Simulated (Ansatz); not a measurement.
`[OH][Ti]([OH])([F])[Cl]` + NH₃ → `[NH2][Ti]([OH])([F])[Cl]` + H₂O  (ligand exchange at a Ti–O bond)

Gas-phase electronic energies from Ansatz, PBE0-D4/def2-TZVP geometries. CCSD(T)/CBS is the MP2 limit (def2-TZVPP, def2-QZVPP) plus CCSD(T) − MP2 in def2-TZVPP, frozen cores. This one scheme is used for every species. Functionals use def2-TZVPP. B3LYP here is the variant with VWN-RPA as its local correlation; programs differ in this. For Ti outer-core shells are correlated without core-valence functions, which leaves a few kJ/mol of doubt a bond. Scalar relativity is left out up to krypton. Each species was taken in one conformer, which may not be the lowest.

| species | B3LYP energy (Eh) |
| --- | --- |
| `[OH][Ti]([OH])([F])[Cl]` | -1561.59237 |
| NH₃ | -56.58862 |
| `[NH2][Ti]([OH])([F])[Cl]` | -1541.69291 |
| H₂O | -76.46667 |

(1) Work out ΔE.

(2) What do rigid-rotor, harmonic-oscillator terms from PBE0-D4/def2-TZVP frequencies (298.15 K, 1 bar) make of the CCSD(T)/CBS value? (Best estimate.)

Largest T1 diagnostic among the species: 0.024, so the coupled-cluster value is less sure than usual.

Results:

(1) ΔE = (-1541.69291) + (-76.46667) − (-1561.59237) − (-56.58862) = 0.02141 Eh = +13.4 kcal/mol. CCSD(T)/CBS gives +11.2 kcal/mol.

(2) The calculation gave: ΔZPE = -0.6 kcal/mol, ΔH = +10.7 kcal/mol, ΔS = 3 J/(mol·K), ΔG = +10.5 kcal/mol.

Leaving LDA and LC-ωPBE aside and taking each functional with its dispersion term where it has one, the values, not all of them listed here, spread over 1.9 kcal/mol, from HSE06-D4 to B97M-V. At CCSD(T), def2-SVP lies +3.2 kcal/mol from the extrapolated value and def2-TZVPP +1.0 kcal/mol.
